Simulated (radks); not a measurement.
Species: the phosphorus ion P1.9+. Configuration: [Ne] 3s(up 1, down 0.1) 3p2 (fractional occupations, a model configuration).

Calculated with a radial shooting solver on a logarithmic mesh with Libxc functionals: non-relativistic Kohn-Sham, PBE, spin-polarised, spherical densities, point nucleus; open shells are filled with parallel spins first.

Energy parts (hartree):
| part | energy |
|---|---|
| total | -339.86217 |
| kinetic | 339.45296 |
| electron-nucleus | -798.71790 |
| Hartree | 141.83694 |
| exchange-correlation | -22.43418 |

Orbitals (lengths in bohr, moments of r in powers of bohr; r(max) is where P^2 peaks; r(90%) holds 90 % of the orbital's charge):
\begin{tabular}{lrrrr}
orbital & occ. & eigenvalue (hartree) & r(90%) & r(max) \\ \hline
1s up & 1 & -77.22771 & 0.186 & 0.06803 \\
1s down & 1 & -77.21071 & 0.186 & 0.06803 \\
2s up & 1 & -7.21103 & 0.819 & 0.4202 \\
2s down & 1 & -7.18911 & 0.817 & 0.4205 \\
2p up & 3 & -5.43009 & 0.811 & 0.3543 \\
2p down & 3 & -5.40447 & 0.809 & 0.3547 \\
3s up & 1 & -1.27642 & 2.57 & 1.517 \\
3s down & 0.1 & -1.12944 & 2.60 & 1.491 \\
3p up & 2 & -0.92022 & 2.94 & 1.666 \\
3p down & 0 & -0.77455 & 3.03 & 1.646 \\
\end{tabular}

The highest occupied level is 3p up at -25.040 eV. Spin moment in Bohr magnetons: 2.9. The spin density at the nucleus is 7.129 e/bohr^3 (1s -0.084, 2s 0.040, 3s 7.173), a Fermi contact field of 374 T. The density falls to 0.001 e/bohr^3 at r = 3.54 bohr. Virial ratio -V/T = 2.00121. Summed over all electrons, <r^2> = 14.98 bohr^2, which gives a Langevin (diamagnetic) susceptibility term of -11.9 x 10^-6 cm^3/mol.
